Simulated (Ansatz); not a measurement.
Program: Ansatz. Geometries: PBE0-D4/def2-TZVP. ΔE: electronic, gas phase. CCSD(T)/CBS adds triple-zeta CCSD(T) − MP2 to the extrapolated MP2 energy (def2 sets, frozen cores). This one scheme is used for every species. Functionals use def2-TZVPP. HSE06 is defined as in plane-wave codes. Each species was taken in one conformer, which may not be the lowest.

Reaction (ligand exchange at the Al–C bond): `N=[C](O)[AlH][F]` + `N[SiH3]` → `[F][AlH][NH][SiH3]` + `N=CO`

`N=[C](O)[AlH][F]`:

```xyz
8

N     0.827    0.563    1.032
C    -0.107    0.333    0.203
O    -1.229    1.062    0.023
Al    0.278   -1.283   -0.853
F    -0.782   -1.738   -2.030
H     0.685    1.399    1.610
H    -1.232    1.816    0.632
H     1.559   -2.153   -0.618
```

`N[SiH3]`:

Z-matrix (Å, degrees):
```
Si
N 1 1.720
H 1 1.486 2 107.9
H 1 1.494 2 116.0 3 -120.3
H 1 1.486 2 107.9 3 119.4
H 2 1.007 1 119.6 3 -168.6
H 2 1.007 1 119.6 3 49.2
```

`[F][AlH][NH][SiH3]`:

Cartesian coordinates in Å:
```
F -1.071 0.211 -2.978
Al -1.122 0.048 -1.337
N 0.424 0.083 -0.473
Si 0.706 -0.069 1.224
H -2.500 -0.128 -0.613
H 1.255 0.204 -1.037
H 1.561 -1.244 1.549
H -0.622 -0.241 1.870
H 1.370 1.136 1.794
```

`N=CO`:

Z-matrix (Å, degrees):
```
C
O 1 1.336
N 1 1.258 2 122.1
H 1 1.092 2 110.5 3 -180.0
H 2 0.968 1 106.6 3 -0.0
H 3 1.014 1 111.3 2 180.0
```

CCSD(T)/CBS gives -125.5 kJ/mol.

(1) Another level gave -124.9 kJ/mol. Which?
A. BHLYP-D4/def2-TZVPP
B. B97M-V/def2-TZVPP
C. HSE06/def2-TZVPP
D. revPBE/def2-TZVPP

Largest T1 diagnostic among the species: 0.015.

## Answers

(1) B. B97M-V -124.9, revPBE -112.0, BHLYP-D4 -130.1, HSE06 -120.8 kJ/mol.

In def2-TZVPP, CCSD(T) changes the Hartree–Fock value by +8.8 kJ/mol (the triples alone add +1.9 kJ/mol) and MP2 by +5.8 kJ/mol. At CCSD(T), def2-SVP lies −5.5 kJ/mol from the extrapolated value and def2-TZVPP −0.7 kJ/mol. From r2SCAN to r2SCAN0 (25 % exact exchange), in def2-TZVPP and without D4, ΔE moves by −3.0 kJ/mol.
